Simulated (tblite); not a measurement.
Species: C4H12OSi.
Cartesian coordinates in Å at the GFN2-xTB level; atoms count from 1:
```
atom  x, y, z in Å
C1    -1.7744    1.0771   -0.9145
C2    -0.8606   -0.0673   -0.4869
C3    -1.5146   -0.9163    0.5992
C4     0.4780    0.4814    0.0135
O5     1.3613   -0.5713    0.2631
Si6    2.8802   -0.5415    0.8136
H7    -1.9773    1.7359   -0.0725
H8    -1.3148    1.6631   -1.7071
H9    -2.7202    0.6853   -1.2804
H10   -0.6516   -0.7046   -1.3528
H11   -0.8331   -1.7017    0.9150
H12   -1.7594   -0.3007    1.4627
H13   -2.4279   -1.3741    0.2276
H14    0.3215    1.0591    0.9340
H15    0.9122    1.1550   -0.7368
H16    3.7655    0.1971   -0.0941
H17    2.9643    0.1000    2.1306
H18    3.1422   -1.9703    0.8477
```

All values are computed: GFN2-xTB (tblite) harmonic vibrations without scaling, gas phase. The method is semi-empirical: single wavenumbers can be off by several per cent or more. Modes of hydrogen on silicon can be 10 to 20 % off. One conformer, not necessarily the lowest.

Harmonic wavenumbers (cm⁻¹): 28.1, 82.7, 123.9, 172.4, 202.5, 229.4, 258.2, 336.5, 414.8, 439.4, 600.8, 631.9, 747.0, 799.6, 835.3, 849.9, 874.4, 924.6, 949.7, 981.3, 994.9, 1155.4, 1157.1, 1158.5, 1186.2, 1250.7, 1296.4, 1336.0, 1362.8, 1404.2, 1417.9, 1484.5, 1495.1, 1497.3, 1503.2, 1506.6, 2201.3, 2236.7, 2349.9, 2877.1, 2903.5, 2941.2, 3024.6, 3030.3, 3033.6, 3038.2, 3043.4, 3050.6.

A = 7015, B = 1231, C = 1108 MHz; mass 104.066 u (most abundant isotopes); point group C1, symmetry number 1.

Task: What is the zero-point energy?

Result: ½Σν̃ = 32710 cm⁻¹ = 93.52 kcal/mol.

Task: Entropy at 350 K, 1 bar (ideal gas, RRHO, classical rotation)?

Result: Translation 40.66, rotation 28.39, vibration 31.11: S = 100.2 cal/(mol K).

Task: And Cp and H(350 K) − H(0)?

Result: Cp = 38.99 cal/(mol K), of which vibrations give 31.04 (their classical limit is 48 R = 95.4); H(350 K) − H(0) = 8.31 kcal/mol without the zero-point energy, 5.53 from vibrations.

Task: How do the functions run with temperature in this model?

Result: 
| T (K) | S (cal/(mol K)) | Cp (cal/(mol K)) | H − H(0) (kcal/mol) | G − H(0) (kcal/mol) | ln q(vib) |
| --- | --- | --- | --- | --- | --- |
| 150 | 75.5 | 22.0 | 2.26 | -9.07 | 3.06 |
| 250 | 88.6 | 30.1 | 4.86 | -17.30 | 5.41 |
| 298.15 | 94.3 | 34.4 | 6.41 | -21.70 | 6.52 |
| 400 | 105.6 | 43.3 | 10.37 | -31.89 | 8.84 |
| 600 | 126.1 | 57.9 | 20.56 | -55.10 | 13.31 |
| 900 | 152.6 | 72.6 | 40.30 | -97.02 | 19.73 |

q(vib) and H(0) count from the zero-point level.

Task: What must be added to the electronic energy to get the Gibbs energy at 350 K and 1 bar?

Result: ZPE + [H(350 K) − H(0)] − T·S = 93.52 + 8.31 − 35.05 = 66.78 kcal/mol.

Hindered rotation and anharmonicity are outside this model. Other conformers, if any are populated, would add a mixing term that is left out. The structure is chiral; the term R ln 2 for an equal mix with its mirror image is left out.
